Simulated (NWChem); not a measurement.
Molecule: AgF; SMILES [F][Ag]

```xyz
2

Ag     0.0000     0.0000    -0.3242
F      0.0000     0.0000     1.6617
```
Atoms are numbered in this order, from 1.

All runs: NWChem. Structure relaxed at the PBE0-D3(BJ)/def2-TZVP level. def2 effective core potentials on Ag; no spin-orbit coupling. Vertical excitations in the gas phase.

Task: Estimate the computed values for CAM-B3LYP/def2-SVPD, TDA. Quantities: lowest excitation, singlet (eV); lowest triplet (eV); orbital gap (eV).

Result: lowest excitation, singlet (eV): 3.55
lowest triplet (eV): 2.61
orbital gap (eV): 7.11
